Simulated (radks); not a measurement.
The numbers below are computed, except where a source is named.
Task: These are the eigenvalues of the occupied orbitals of an atom or ion with whole-number occupations (hartree). Level of theory: scalar-relativistic Kohn-Sham, BLYP, spin-polarised, spherical densities, finite nucleus; Fermi nuclear charge, rms radius of each element as measured or else 0.836 A^(1/3) + 0.57 fm (a radial shooting solver on a logarithmic mesh with Libxc functionals).

orbital  eigenvalue
1s up     -1505.194
1s down   -1505.173
2s up     -262.0147
2s down   -262.0030
2p up     -237.3694
2p down   -237.3509
3s up     -74.82985
3s down   -74.81022
3p up     -66.98354
3p down   -66.96126
3d up     -55.99296
3d down   -55.97135
4s up     -31.42786
4s down   -31.32437
4p up     -28.60357
4p down   -28.50065

Which element is it, and in what charge state? The configuration may be excited. Open shells, if any, are filled with parallel spins first.

Result: Z = 58, cerium, charge +23: Ce23+ in [Ar] 3d10 4s2 4p5. The list shows which subshells hold electrons but not how many an open one holds; the 1s level, -1505.2 hartree, gives Z - s = 54.9 by -(Z - s)^2/2, which with screening and relativity narrows Z to a few neighbours, and the depths of the outer levels then fix element, charge and occupations together.
